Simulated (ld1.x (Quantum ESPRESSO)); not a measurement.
# Building the TM potential for cobalt (Co) (LDA (PZ), scalar-relativistic).

cobalt, norm-conserving Troullier–Martins (Kleinman–Bylander form), made with ld1.x (Quantum ESPRESSO) 7.5 (LDA (PZ), scalar-relativistic). Core [Ar], reference 3d7 4s2 4p0. Waves: 4p (bound, empty): rc 2.15 bohr; 3d (bound): rc 1.10 bohr; 4s (bound): rc 1.80 bohr. Local part: the s channel. Core correction: none.

Results:

- Cutoffs needed: 180 Ry and 300 Ry (the cutoffs (Ry, on a coarse ladder) from which the occupation-weighted sum of valence levels, in a spherical-Bessel basis at the reference potential, stays within 10 and 1 mRy of its value at 400 Ry)
- Ghost test: no extra level below or beside the all-electron valence levels (p, d, s, f tested) (spherical-Bessel basis up to 400 Ry, 20 bohr box)
- Configuration tests: 4 of 9 tests not solved or not reliable

Generation and tests took about 2.1 s on one core of a shared server CPU.
